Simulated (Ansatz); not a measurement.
`CC[SiH2]N` + `[OH][Ti]([OH])([OH])[Br]` → `CC[SiH2]Br` + `[NH2][Ti]([OH])([OH])[OH]`  (redistribution)

Program: Ansatz. Geometries: PBE0-D4/def2-TZVP. ΔE: electronic, gas phase. CCSD(T)/CBS is the MP2 limit (def2-TZVPP, def2-QZVPP) plus CCSD(T) − MP2 in def2-TZVPP, frozen cores. DFT in def2-TZVPP. For Br, Ti outer-core shells are correlated without core-valence functions, which leaves a few kJ/mol of doubt a bond. Scalar relativity is left out up to krypton. Each species was taken in one conformer, which may not be the lowest.

```csv
level,ΔE (kcal/mol)
LDA (SPW92),10.7
BLYP-D4,10.0
revPBE,9.2
BLYP,10.0
```

What does CCSD(T)/CBS give? (Best estimate.)

Ansatz gave: +9.4 kcal/mol. The listed levels differ from it by 1.3, 0.6, -0.2, 0.6 kcal/mol.

Largest T1 diagnostic among the species: 0.024, so the coupled-cluster value is less sure than usual.

From BLYP to BHLYP (50 % exact exchange), in def2-TZVPP and without D4, ΔE moves by +1.0 kcal/mol. At CCSD(T), def2-SVP lies +2.2 kcal/mol from the extrapolated value and def2-TZVPP +1.0 kcal/mol. Leaving LDA and LC-ωPBE aside and taking each functional with its dispersion term where it has one, the values, not all of them listed here, spread over 2.6 kcal/mol, from revPBE-D4 to B97M-V. LDA lies +1.1 kcal/mol from PBE without D4.
